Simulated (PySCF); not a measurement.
## Assignment exercise: C$_{6}$H$_{13}$PSi

Numbering as in the mapped SMILES `[CH3:1]/[C:2]([SiH3:3])=[P:4]/[CH:5]1[CH2:6][CH2:7][CH2:8]1`. Each H is labelled by its parent atom. Ha(C6), Ha(C7), Ha(C8) are cis to P4 on the ring; Hb(C6), Hb(C7), Hb(C8) are trans to P4 on the ring.

PySCF 2.14 calculation with PBE0-D3(BJ)/def2-SVP structure and shieldings: GIAO PBE0/pcSseg-1; in vacuum, no relativistic terms, single conformer, one averaged value for each set of equivalent atoms.

Chemical shifts δ = σref − σ; TMS for 13C (σref 184.41), 1H (σref 31.27), all at this level.

Question: Assign these signals to the numbered atoms. 13C{1H} NMR (computed): δ 205.8 (C), 40.2 (CH), 31.4 (CH3), 29.7 (CH2), 22.6 (CH2).

Answer: 
205.8 → C2, carbon double-bonded to a heavier main-group atom
40.2 → C5, sp3 CH bonded to P
31.4 → C1, methyl carbon: a saturated carbon with 1 carbon neighbour and no heteroatom attached
29.7 → C6/C8, sp3 CH2 in a ring: saturated and bonded to C and H only
22.6 → C7, sp3 CH2 in a ring

C1 and C6/C8 lie closer than the usual error of such a calculation, so a measured spectrum could show them in the other order.

Question: Assign these signals to the numbered atoms. 1H NMR (300 MHz, computed): δ 4.27 (m, 3H), 3.01 (m, 1H), 2.55 (m, 3H), 2.13 (m, 2H), 2.09 (m, 1H), 2.05 (m, 2H), 1.85 (m, 1H).

Answer: 
| δ (ppm) | atoms | environment | reason |
| --- | --- | --- | --- |
| 4.27 | H(Si3) | hydrogen on a silicon bonded to C | – |
| 3.01 | H(C5) | hydrogen on an sp3 CH bonded to P | – |
| 2.55 | H(C1) | hydrogen on a methyl carbon | – |
| 2.13 | Hb(C6)/Hb(C8) | hydrogen on an sp3 CH2 in a ring | – |
| 2.09 | Hb(C7) | hydrogen on an sp3 CH2 in a ring | – |
| 2.05 | Ha(C6)/Ha(C8) | hydrogen on an sp3 CH2 in a ring | – |
| 1.85 | Ha(C7) | hydrogen on an sp3 CH2 in a ring | far from electronegative atoms and π systems |

Hb(C6)/Hb(C8) and Hb(C7); Hb(C7) and Ha(C6)/Ha(C8) lie closer than the usual error of such a calculation, so a measured spectrum could show them in the other order.

Splittings by 31P in the carbon and heteronuclear signals aren't shown, as no couplings were computed. Shifts are as computed. Against solution values, carbons near 30 ppm lie about +2 ppm off and those near 130 ppm about +5 ppm. Of 1313 compounds with measured shifts, 239 miss one by over three times the rms of a fit or turn the order of signals round; such compounds aren't used in these exercises. Multiplicities follow the n + 1 count of equivalent neighbours, as no J values were calculated; m marks all less simple cases, F and P coupling included.
